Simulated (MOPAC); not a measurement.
Input for MOPAC: PM7 on SbMo, 2S+1 = 4, a spin state set in the input, which need not be the lowest, a point of a bond scan (R = 2.499 Å).

```
PM7 1SCF PRECISE CHARGE=0 UHF MS=1.5 THREADS=1
MoSb

Mo     0.00000000 1     0.00000000 1     0.00000000 1
Sb     0.00000000 1     0.00000000 1     2.49880200 1
```

It printed:

```
*******************************************************************************
 **                                                                           **
 **                              MOPAC v23.2.5                                **
 **                                                                           **
 *******************************************************************************
 ** MOPAC's Digital Object Identifier: https://doi.org/10.5281/zenodo.6511958 **
 **                                                                           **
 ** Please cite the open-source release paper for use of this MOPAC version:  **
 ** J. E. Moussa and J. J. P. Stewart (2026)                                  **
 ** MOPAC: An open-source semiempirical molecular orbital program             **
 ** J. Open Source Softw., 11(119), 8025, https://doi.org/10.21105/joss.08025 **
 *******************************************************************************

                              PM7 CALCULATION RESULTS

 *******************************************************************************
 *  PM7        - The PM7 Hamiltonian to be used
 *  UHF        - UNRESTRICTED HARTREE-FOCK CALCULATION
 *
 *
 *
 *                 CHARGE ON SYSTEM = 0
 *
 *
 *
 *  MS=        - IN MECI, MAGNETIC COMPONENT OF SPIN =  1.5
 *  PRECISE    - TIGHTER CRITERIA TO BE USED
 *  1SCF       - DO 1 SCF AND THEN STOP
 *  THREADS=1  - MULTI-THREADING NOT USED
 *  T=         - A TIME OF 172800.0 SECONDS REQUESTED
 *  DUMP=N     - RESTART FILE WRITTEN EVERY 7200.0 SECONDS REQUESTED
 *******************************************************************************
PM7 1SCF PRECISE CHARGE=0 UHF MS=1.5 THREADS=1
 MoSb

   ATOM   CHEMICAL          X               Y               Z
  NUMBER   SYMBOL      (ANGSTROMS)     (ANGSTROMS)     (ANGSTROMS)

     1      Mo          0.00000000  *   0.00000000  *   0.00000000  *
     2      Sb          0.00000000  *   0.00000000  *   2.49880200  *



          CARTESIAN COORDINATES

    NO.       ATOM           X           Y           Z

     1        Mo          0.0000      0.0000      0.0000
     2        Sb          0.0000      0.0000      2.4988

 General Reference for PM7:
 "Optimization of Parameters for Semiempirical Methods VI: More Modifications to the
 NDDO Approximations and Re-optimization of Parameters", J. J. P. Stewart, J. Mol. Mod., 1:32, 19 (2013)
 https://link.springer.com/article/10.1007/s00894-012-1667-x

           Empirical Formula: Mo Sb  =     2 atoms



      MOLECULAR POINT GROUP   :   C*v


          UHF CALCULATION, NO. OF ALPHA ELECTRONS =    7
                           NO. OF BETA  ELECTRONS =    4

 -------------------------------------------------------------------------------
 PM7 1SCF PRECISE CHARGE=0 UHF MS=1.5 THREADS=1
 MoSb



     1SCF WAS SPECIFIED, SO BFGS WAS NOT USED
     SCF FIELD WAS ACHIEVED


                              PM7 CALCULATION
                                                       MOPAC v23.2.5 Linux




          FINAL HEAT OF FORMATION =        211.23639 KCAL/MOL =     883.81306 KJ/MOL


          COSMO AREA              =        120.86 SQUARE ANGSTROMS
          COSMO VOLUME            =        117.02 CUBIC ANGSTROMS

          IONIZATION POTENTIAL    =          6.091293 EV
          ALPHA SOMO LUMO (EV)    =         -6.091 -0.372
          BETA  SOMO LUMO (EV)    =         -8.621  0.746
          NO. OF ALPHA ELECTRONS  =          7
          NO. OF BETA  ELECTRONS  =          4
          MOLECULAR WEIGHT        =        217.6900         POINT GROUP:  C*v

          MOLECULAR DIMENSIONS (Angstroms)

            Atom       Atom       Distance
           Sb     2   Mo     1     2.49880
           Sb     2   Mo     1     0.00000
           Mo     1   Sb     2     0.00000


          SCF CALCULATIONS        =          1





   ATOM   CHEMICAL          X               Y               Z
  NUMBER   SYMBOL      (ANGSTROMS)     (ANGSTROMS)     (ANGSTROMS)

     1      Mo          0.00000000  *   0.00000000  *   0.00000000  *
     2      Sb          0.00000000  *   0.00000000  *   2.49880200  *

                             CARTESIAN COORDINATES

   1   Mo        0.000000000     0.000000000     0.000000000
   2   Sb        0.000000000     0.000000000     2.498802000


           Empirical Formula: Mo Sb  =     2 atoms



      MOLECULAR POINT GROUP   :   C*v


          ALPHA EIGENVALUES
 -34.87919 -11.15102 -11.15102 -10.93930 -10.93930 -10.90757  -6.09129  -0.37221
  -0.37221   2.15587  17.30504  17.30504  17.57955  17.89524  17.89524  87.79230
  87.79230  88.87170


           BETA EIGENVALUES
 -37.89390  -9.26828  -9.26828  -8.62107   0.74574   0.74574   1.92433   1.92433
   1.99819   3.44822  17.49448  17.49448  17.61612  18.27954  18.27954  90.48590
  92.31452  92.31452


              NET ATOMIC CHARGES AND DIPOLE CONTRIBUTIONS

  ATOM NO.   TYPE          CHARGE      No. of ELECS.   s-Pop       p-Pop       d-Pop
    1         Mo           0.446947        5.5531     0.40668     0.00117     5.14520
    2         Sb          -0.446947        5.4469     1.98109     3.38821     0.07765
 DIPOLE           X         Y         Z       TOTAL
 POINT-CHG.     0.000     0.000    -5.364     5.364
 HYBRID         0.000     0.000     1.489     1.489
 SUM            0.000     0.000    -3.876     3.876


          ATOMIC ORBITAL ELECTRON POPULATIONS

     Atom    s        px        py        pz      x^2-y^2     xz        z^2       yz        xy
    1 Mo   0.40668   0.00001   0.00001   0.00116   0.99411   1.04230   1.07238   1.04230   0.99411
    2 Sb   1.98109   0.92530   0.92530   1.53762   0.00589   0.03240   0.00107   0.03240   0.00589


                    (SZ)    =    1.500000
                    (S**2)  =    4.287341


          ATOMIC ORBITAL SPIN POPULATIONS

    Atom   Total    s     px     py     pz   x^2-y^2  xz     z^2    yz     xy
         Atomic
    1 Mo  3.8180  0.391 -0.000 -0.000  0.000  0.994  0.502  0.436  0.502  0.994
    2 Sb -0.8180 -0.001 -0.516 -0.516  0.174  0.006  0.014 -0.000  0.014  0.006

 **********************
 *                    *
 * JOB ENDED NORMALLY *
 *                    *
 **********************




 == MOPAC DONE ==
```

The run finished. Its determinant has ⟨S²⟩ = 4.29, a mixture of spin states.

Cost: roughly 0.05 core-seconds.
